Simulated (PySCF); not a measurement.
## Excitation energy of S+ by level of theory

S+ [Ne] 3s2 3p3 (4S) → S+ [Ne] 3s2 3p2 4s1 (4P), as a difference of total energies. All numbers are calculated (PySCF 2.14, the spin-free X2C one-electron Hamiltonian (Gaussian nucleus), in dyall-av3z (19s12p3d2f, 84 functions)). Correlated levels: valence: [Ne] frozen; virtual orbitals above 40 to 60 times the deepest correlated orbital energy dropped. The calculations carry no spin-orbit coupling.

| method | excitation energy (eV) |
| --- | --- |
| UHF | 13.369 |
| MP2 (valence) | 13.650 |
| SCS-MP2 (valence) | 13.559 |
| CCSD (valence) | 13.568 |
| CCSD(T) (valence) | 13.574 |

Q: How much does correlation contribute at CCSD(T) (valence)?

A: 13.574 − (13.369) = 0.205 eV, measured against UHF.

Errors of the correlated levels include the incompleteness of this basis and the frozen core.

For comparison: 13.639 eV (measured; NIST levels, between the centres of gravity of the two terms).
